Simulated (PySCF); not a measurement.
## Worked example: chemical shift, span and skew from a shielding tensor

Si(OH)3(SiH3) (H6O3Si2), SMILES O[Si](O)(O)[SiH3]. Atoms are numbered in the order given.

```xyz
11

O      0.5320    -1.4542    -1.0366
Si     0.0000     0.0000    -0.4505
O     -1.5254     0.2663    -1.0366
O      0.9934     1.1879    -1.0366
Si     0.0000     0.0000     1.8941
H      1.4549    -1.6847    -0.8781
H     -2.1865    -0.4176    -0.8781
H      0.7316     2.1023    -0.8781
H      1.3513    -0.3542     2.4341
H     -0.9824    -0.9931     2.4341
H     -0.3689     1.3474     2.4341
```

Geometry: r2SCAN-D4/def2-SVP. One conformer was computed; it need not be the lowest.

GIAO shieldings from B3LYP/pcSseg-1 run with PySCF, non-relativistic, no solvent. The symmetric part of the tensor of Si2 has the principal values 368.9, 374.3, 374.3 ppm. The same nucleus in TMS has σ = 338.7 ppm at this level (PySCF, at its B3LYP-D3(BJ)/def2-TZVP geometry).

### Question
Work out the isotropic shielding, the ²⁹Si shift against TMS, the span and the skew.

### Answer

σ(iso) = (σ11 + σ22 + σ33)/3 = 372.5 ppm. δ = σ(ref) − σ(iso) = 338.7 − (372.5) = -33.8 ppm.
Span Ω = σ33 − σ11 = 5.4 ppm. Skew κ = 3(σ(iso) − σ22)/Ω = -1.00, an axial tensor. Tumbling in solution averages the tensor to δ; in a static solid the shielding alone would spread this spin-1/2 line over Ω.
